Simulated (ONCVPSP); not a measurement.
PBE ONCV dataset for selenium, scalar-relativistic all-electron reference.

selenium, optimised norm-conserving Vanderbilt (ONCV), made with ONCVPSP 4.0.1 (PBE, scalar-relativistic). Core [Ar] 3d10, reference 4s2 4p4. Waves: 4s: rc 1.60 bohr, ncon 4, nbas 9, qcut 3.5 1/bohr, 2 projectors, debl 2.5 Ha; 4p: rc 1.75 bohr, ncon 3, nbas 7, qcut 4.1 1/bohr, 2 projectors, debl 3.9 Ha. Local part: polynomial inside 1.30 bohr (lpopt 5, dvloc0 6 Ha). Core correction: polynomial model core, fcfact 0.45.

Task: Estimate the cutoffs (Ha) at which the residual kinetic energy of the hardest occupied pseudo-wave falls to 1 and 0.1 mHa per electron.

Result: 58 Ha and 92 Ha.

Task: What does a ghost test show?

Result: No bound ghost flagged; GHOST(+) flagged for s at 198.0 eV.

Task: Which valence shell sets the plane-wave cutoff?

Result: 4s: 58 Ha for 1 mHa per electron, against 8 Ha for 4p.

Task: Tests: 4s2 4p3; 4s2 4p2; 4s2 4p1; 4s0 4p6. Which has the largest error in its energy relative to the reference configuration, and how large is it?

Result: 4s2 4p1, with -68 meV (all-electron minus pseudo) on +62.06 eV.
